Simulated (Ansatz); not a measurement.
Cost and result for the atomization energy of C$_{3}$H$_{6}$GaN (`C[CH]1C=[N][GaH]1`) (11 atoms, 11 bonds).

```tsv
atom	x (Å)	y (Å)	z (Å)
C1	-0.3832	-0.7357	-1.1941
C2	-0.0549	0.4163	-0.2627
C3	1.2345	0.3072	0.5354
N4	1.1818	0.4853	1.8011
Ga5	-0.7370	0.5974	1.6269
H6	0.3484	-0.8201	-2.0058
H7	-0.3963	-1.6954	-0.6702
H8	-1.3637	-0.6004	-1.6560
H9	-0.0683	1.3630	-0.8145
H10	2.1871	0.0763	0.0283
H11	-1.9484	0.6061	2.6116
```

The species carries charge 0 and has multiplicity 1. Correlated methods include outer-core shells of Ga, which these sets cover unevenly. Scalar relativity is left out up to krypton. The structure was optimised at the PBE0-D4/def2-TZVP level. Program: Ansatz. All runs use 4 threads of an Arm Neoverse N1 on a shared host. Times are those of one run each, without the atoms' runs, and a repeat can differ threefold. Electronic energies, without spin–orbit coupling; frozen cores. CCSD(T)/CBS adds CCSD(T) − MP2 in def2-TZVPP to the MP2 limit, and its time is that of the two runs behind it. T1 = 0.013. With those shells the extrapolation isn't a true limit. B3LYP takes the VWN-RPA correlation (the form of Gaussian; ORCA's B3LYP/G).

CCSD(T)/CBS is a level of theory with its own doubt, some kJ/mol a heavy atom from the limit and from the frozen cores, so smaller differences don't rank the functionals.

| level | functions | wall time | atomization (kcal/mol) | difference from CCSD(T)/CBS | per bond |
| --- | --- | --- | --- | --- | --- |
| PBE-D4/def2-TZVPP (with forces) | 256 | 5 s | 1007.4 | 28.6 | 2.6 |
| PBE0-D4/def2-TZVPP | 256 | 6 s | 986.9 | 8.1 | 0.7 |
| r2SCAN-D4/def2-TZVPP (with forces) | 256 | 9.5 s | 981.5 | 2.7 | 0.2 |
| B3LYP-D4/def2-TZVPP (with forces) | 256 | 9.5 s | 977.3 | -1.5 | -0.1 |
| B2PLYP/def2-TZVPP | 256 | 12 s | 969.1 | -9.7 | -0.9 |
| ωB97X-V/def2-TZVPP | 256 | 16 s | 982.5 | 3.7 | 0.3 |
| ωB97M-V/def2-TZVPP (with forces) | 256 | 23 s | 980.6 | 1.8 | 0.2 |
| MP2/def2-QZVPP | 497 | 50 s | 987.5 | 8.7 | 0.8 |
| CCSD(T)/def2-TZVPP | 256 | 6.3 min | 955.6 | -23.2 | -2.1 |
| CCSD(T)/CBS(def2) | – | 7.1 min | 978.8 | 0.0 | 0.0 |

The D4 term adds +9.2 kcal/mol with B3LYP and +4.8 kcal/mol with PBE0; it sums over pairs of atoms, weighted by their polarisabilities, and B3LYP, whose exchange is more repulsive, gets the larger term. From PBE to PBE0 (25 % exact exchange), in def2-TZVPP and without D4, the atomization energy moves by −19.6 kcal/mol: exact exchange takes away binding that semilocal exchange gives to molecules. In def2-TZVPP, CCSD(T) changes the Hartree–Fock value by +266.7 kcal/mol (the triples alone add +18.3 kcal/mol) and MP2 by +285.0 kcal/mol; breaking electron pairs costs correlation energy, which Hartree–Fock lacks.
